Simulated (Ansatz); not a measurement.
Name a neutral molecule of C, Cl, F, N, Nb and H with HOMO–LUMO gap (ωB97M-V/def2-TZVPP) between 10.05 and 10.35 eV and LUMO energy (PBE/def2-TZVPP) between -2.95 and -2.65 eV (Ansatz, PBE0-D4/def2-TZVP geometry).

`CC(C)(C)[N]=[Nb]([CH3])([F])[Cl]` (10.20 eV, -2.70 eV). Other molecules can fit too; these were computed, each in one conformer that needn't be the lowest.
